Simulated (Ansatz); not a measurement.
System: C$_{3}$H$_{7}$O$_{2}$, net charge 1, singlet state. It need not be the lowest isomer of its formula. 
Structure (B3LYP-D3(BJ)/def2-TZVP (Ansatz, a first-principles code) minimum search):
SMILES: COC(C)=[OH+]
```xyz
12

C     -1.8697     0.2029     0.1085
C     -0.4326    -0.0907    -0.0729
O      0.0011    -1.0871    -0.7741
O      0.4229     0.6575     0.4763
C      1.8756     0.4131     0.3302
H     -2.3327     0.3680    -0.8684
H     -2.0002     1.0822     0.7322
H     -2.3604    -0.6576     0.5719
H      2.1313     0.4759    -0.7237
H      2.3320     1.2088     0.9056
H      2.1032    -0.5667     0.7404
H     -0.7057    -1.6247    -1.1705
```
Charge +1, spin multiplicity 1.

Basis-set convergence of Hartree-Fock and MP2 correlation energies (hartree) with Ansatz. Valence correlation only, unless marked. No spin-orbit coupling. No relativistic terms.

```json
[
 {"basis": "cc-pVDZ", "functions": "105", "E(HF)": "-267.19042", "E(corr, MP2)": "-0.76931"},
 {"basis": "cc-pVTZ", "functions": "248", "E(HF)": "?", "E(corr, MP2)": "?"}
]
```

Q: What belongs in the gaps?

A: 
- cc-pVTZ, E(HF): -267.27282
- cc-pVTZ, E(corr, MP2): -0.95879
